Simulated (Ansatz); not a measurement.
Saddle point of GeH$_{3}$SF, singlet (GeH₃SF ([F][GeH2][SH]) → GeH₂S ([S][GeH2]) + HF; bonds formed: F2–H4; bonds broken: Ge1–F2, S3–H4), PBE0-D4/def2-TZVP structure:

```
6
angstrom
Ge -0.6060 0.0572 0.2082
F 1.4144 -0.2250 0.3337
S -0.1916 0.2306 -1.8362
H 1.2404 -0.0851 -0.7122
H -0.7621 1.2656 1.1434
H -1.0950 -1.2433 0.8631
```

Energies are electronic, without zero-point energy. Barriers and step energies count from the start structure reached by relaxing down the imaginary mode; all methods use the PBE0-D4 structures, on which another method's saddle can fall below an end. Ansatz 0.2.0; basis: def2-TZVPP, with def2-QZVPP for the basis limit; cores frozen in the correlated methods. Filled d shells of the heavier atoms are correlated. The def2 sets are not built for correlating such inner shells, so the correlated values are less sure here. B3LYP uses VWN-RPA correlation. Extrapolation: Hartree–Fock as exp(−7.88 √X), correlation as X^−2.97.

| method | barrier (eV) | step energy (eV) |
| --- | --- | --- |
| SPW92 | 1.286 | 1.401 |
| PBE-D4 | 1.441 | 1.409 |
| BLYP-D4 | 1.550 | 1.427 |
| r2SCAN-D4 | 1.603 | 1.575 |
| B97M-V | 1.706 | 1.581 |
| PBE0-D4 | 1.605 | 1.539 |
| B3LYP-D4 | 1.673 | 1.538 |
| r2SCAN0-D4 | 1.693 | 1.630 |
| BHLYP-D4 | ? | 1.689 |
| CAM-B3LYP-D4 | 1.739 | 1.650 |
| wB97X-V | 1.764 | 1.697 |
| wB97M-V | 1.668 | 1.580 |
| B2PLYP | ? | 1.582 |
| PBE-QIDH | 1.714 | 1.638 |
| RPA on PBE | ? | 1.628 |
| HF | 2.205 | 1.878 |
| MP2 | 1.679 | 1.598 |
| CCSD | 1.846 | 1.691 |
| CCSD(T) | 1.748 | 1.625 |

(1) Fill in the withheld barriers. (To be estimated.)

T1 diagnostic: at most 0.016.

Results:

(1) Computed: BHLYP-D4 1.865; B2PLYP 1.702; RPA on PBE 1.741 eV. Each is the energy of the saddle less that of the start structure, by the same method.

For comparison, the barrier by CCSD(T) at an estimated basis limit (MP2 extrapolated from triple and quadruple zeta, plus CCSD(T) − MP2 in triple zeta) is 1.703 eV.

Labels in which every atom is bracketed show which atoms are joined, not bond orders.

For scale, one of the runs: CCSD(T)/def2-TZVPP, 163 basis functions, launched by `ansatz run in.yaml --threads 2 --pin off --events-out ev --progress --plain --max-ram 4352MiB`. Time: 43 s of wall clock on 2 CPU threads of an Arm Neoverse V2; the host was shared. Peak host memory: 1.2 GiB.
